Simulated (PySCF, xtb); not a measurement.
F₂H₄SSi₂, SMILES F[SiH](F)S[SiH3].

GFN2-xTB in xtb at its own geometry gives an orbital gap of 4.53 eV and a dipole moment of 1.00 D.

The structure is a stationary point at TPSSh-D3(BJ)/def2-SVP. This is a generated structure with no PubChem entry under its InChIKey; it may be hypothetical. The values are those of a single conformer.

What does PBE/def2-TZVP in PySCF give? (Estimate from the structure and the level; the computed values follow.)

gap 5.48 eV (levels -6.86 and -1.37 eV), dipole 1.04 D.
